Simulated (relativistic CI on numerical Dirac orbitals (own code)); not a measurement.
Hyperfine structure of Er62+, mass number 167

Calculated at this level of theory: Dirac-Coulomb-Breit CI, separate exchange-only KLI orbitals for each configuration, model QED (radiative potential, 1s self-energy scaled to tabulated hydrogen-like ionisation energies), unscaled Slater integrals (own radial code, finite nucleus).

Configuration list (outside the closed core 1s2): 2s²2p², 2s2p³, 2p⁴, 2p³3s, 2p³3p, 2p³3d, 2s²2p3s, 2s²2p3p, 2s²2p3d, 2s2p²3s, 2s2p²3p, 2s2p²3d, 2s²2p4s, 2s²2p4p, 2s²2p4d, 2s²2p4f. Levels of other configurations are missing.

Nuclear spin I = 7/2, μ = -0.5623 μN, Q = 3.57 b (tables of Stone and Pyykkö). The electronic factors are computed for point nuclear moments, without core polarisation or the Bohr-Weisskopf and QED corrections.

| Level | E (eV) | A (GHz) | B (GHz) |
| --- | --- | --- | --- |
| 2s²2p² ³P1 | 955.40 | 78.77 | 2250 |
| 2s²2p² ¹D2 | 973.49 | -286.9 | 4200 |
| 2s²2p² ³P2 | 1948.61 | -105.7 | 294 |
| 2s2p³ ³D°3 | 2191.76 | -643.8 | -10.9 |
| 2s2p³ ³S°1 | 2266.96 | 578.9 | -1540 |
| 2s2p³ ¹D°2 | 2276.98 | 42.76 | -553 |
| 2s2p³ ³P°1 | 2280.57 | -1590 | 845 |
| 2p⁴ ³P2 | 2557.11 | -101.8 | 281 |

Levels with J = 0, under 50 % of one LS term, or S terms without an open s electron are left out. Small factors come from cancelling terms and can be off by tens of per cent or more.

At this charge energies of transitions that change n are usually good to better than 1 %, and those within a shell (Δn = 0) to a few per cent.

(1) Give the hyperfine levels of 2s²2p² ¹D2 relative to its centre of gravity.

Results:

(1) With K = F(F + 1) − I(I + 1) − J(J + 1), E = AK/2 + B[¾K(K + 1) − I(I + 1)J(J + 1)]/[2I(2I − 1)J(2J − 1)]: F = 3/2: 4833, F = 5/2: 2240, F = 7/2: -339.3, F = 9/2: -1856, F = 11/2: -958.5 GHz.

LS names give the leading component of a level, which can be under half, so a name can repeat, a term be missing and a line seem to break the LS rules.
